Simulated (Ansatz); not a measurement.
Diatomic CuN, multiplicity 5 (an upper state: multiplicity 3 came lower at CCSD(T)/def2-TZVPP on PBE0 minima). No spin–orbit coupling. Cu is treated without relativity. The T1 diagnostic near the minimum is 0.053, so single-reference values are doubtful.

Constants: fifth-degree fit in 1/R to seven points, most abundant isotopes. In def2 and cc sets the state is the lowest found near the PBE0 minimum, followed along R.

Correlated levels freeze the inner cores; with def2 sets outer-core shells near the valence are correlated too.

The values were computed with Ansatz (Gaussian orbitals). Values without a source in brackets are computed.

### Question
What bond length and harmonic frequency does PBE0/def2-TZVPP give?

### Answer
r_e = 1.875 Å, ω_e = 400 cm⁻¹.

### Question
What bond length and harmonic frequency does wB97X-V/def2-TZVPP give?

### Answer
r_e = 1.870 Å, ω_e = 394 cm⁻¹.

### Question
What bond length and harmonic frequency does CCSD(T)/def2-TZVPP give?

### Answer
r_e = 1.853 Å, ω_e = 374 cm⁻¹.

Doubts at one or more of the structures used: T1 above 0.05 (CCSD(T)/def2-TZVPP).

Ansatz is a program for electronic structure.
